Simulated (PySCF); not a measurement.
## Spin–spin coupling constants

Geometry:
| atom | x (Å) | y (Å) | z (Å) |
| --- | --- | --- | --- |
| B1 | -0.191 | -0.062 | 0.002 |
| C2 | 1.384 | -0.126 | -0.078 |
| C3 | 1.960 | -0.300 | 1.334 |
| H4 | 1.769 | 0.817 | -0.505 |
| H5 | 1.753 | -0.940 | -0.725 |
| H6 | 3.061 | -0.294 | 1.331 |
| H7 | 1.630 | 0.506 | 2.010 |
| H8 | 1.637 | -1.253 | 1.785 |
| C9 | -0.895 | 1.306 | 0.355 |
| C10 | -1.314 | 1.971 | -0.966 |
| H11 | -0.227 | 1.987 | 0.908 |
| H12 | -1.794 | 1.149 | 0.976 |
| H13 | -1.808 | 2.941 | -0.795 |
| H14 | -0.446 | 2.159 | -1.619 |
| H15 | -2.017 | 1.341 | -1.534 |
| C16 | -1.086 | -1.317 | -0.262 |
| C17 | -0.603 | -2.533 | -0.563 |
| H18 | -2.178 | -1.223 | -0.172 |
| H19 | 0.474 | -2.708 | -0.669 |
| H20 | -1.246 | -3.407 | -0.714 |

Method: B3LYP/pcJ-1 (spin–dipole term only in couplings to heteroatoms)//PBE0-D3(BJ)/def2-SVP, PySCF; isolated molecule, single conformer, non-relativistic. Couplings are averaged over pairs made equivalent by symmetry, fast rotation or ring inversion, so a value needn't be that of the named pair in this geometry, while other rotamers aren't included; one pair stands for each set, and the list holds a selection of those of at least 1.5 Hz over up to four bonds.

Isotopes: $^{13}$C, $^{1}$H, $^{11}$B.

```csv
pair,bonds,J (Hz)
"B1, C2",1,52.6
"B1, C16",1,?
"C2, C3",1,29.1
"C2, H4",1,126.4
"C3, H6",1,?
"C16, C17",1,63.0
"C16, H18",1,?
"C17, H19",1,164.5
"B1, H4",2,-5.0
"B1, C17",2,?
"B1, H18",2,?
"C2, H6",2,-2.4
"C2, C9",2,4.3
"C2, C16",2,?
"C3, H4",2,-5.7
"H4, H5",2,-11.1
"C17, H18",2,-2.8
"H19, H20",2,?
"B1, H6",3,4.4
"B1, H19",3,7.8
"C2, H11",3,4.1
"C2, C17",3,3.1
"C2, H18",3,3.4
"H4, H6",3,9.4
"H4, C16",3,?
"H18, H19",3,17.1
```

Question: Estimate the withheld couplings, with signs.

Answer: 
- $^{1}J$(B1,C16) = 63.0 Hz (bond length 1.564 Å)
- $^{1}J$(C3,H6) = 133.7 Hz (bond length 1.101 Å)
- $^{1}J$(C16,H18) = 145.6 Hz (bond length 1.099 Å)
- $^{2}J$(B1,C17) = 2.9 Hz (angle at C16 124°)
- $^{2}J$(B1,H18) = 2.3 Hz (angle at C16 119°)
- $^{2}J$(C2,C16) = 5.2 Hz (angle at B1 122°)
- $^{2}J$(H19,H20) = 4.4 Hz (angle at C17 116°)
- $^{3}J$(H4,C16) = 4.1 Hz (mean over equivalent pairs that range from 2.6 to 6.4 Hz in this conformer)
